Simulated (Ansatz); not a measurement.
Reaction (substitution at a C–B bond): `NBC(F)F` + `O[SiH3]` → `FC(F)O[SiH3]` + `BN`

Program: Ansatz. Geometries: PBE0-D4/def2-TZVP. ΔE: electronic, gas phase. CCSD(T)/CBS adds triple-zeta CCSD(T) − MP2 to the extrapolated MP2 energy (def2 sets, frozen cores). This one scheme is used for every species. Each species was taken in one conformer, which may not be the lowest.

```
             level  ΔE (kcal/mol)
      MP2/def2-SVP           -1.7
CCSD(T)/def2-TZVPP            2.6
```

(1) What does CCSD(T)/CBS give? (An estimate is asked.)

(2) What do rigid-rotor, harmonic-oscillator terms from PBE0-D4/def2-TZVP frequencies (298.15 K, 1 bar) make of the CCSD(T)/CBS value? (Estimate.)

Largest T1 diagnostic among the species: 0.013.

Results:

(1) Computed: +3.9 kcal/mol. The listed levels differ from it by -5.6, -1.3 kcal/mol.

(2) Computed: ΔZPE = -0.5 kcal/mol, ΔH = +3.4 kcal/mol, ΔS = -7 J/(mol·K), ΔG = +3.9 kcal/mol.

At CCSD(T), def2-SVP lies −5.9 kcal/mol from the extrapolated value and def2-TZVPP −1.3 kcal/mol. From BLYP to BHLYP (50 % exact exchange), in def2-TZVPP and without D4, ΔE moves by −1.8 kcal/mol. Leaving LDA and LC-ωPBE aside and taking each functional with its dispersion term where it has one, the values, not all of them listed here, spread over 1.8 kcal/mol, from BHLYP-D4 to revPBE-D4. LDA lies −1.5 kcal/mol from PBE without D4.
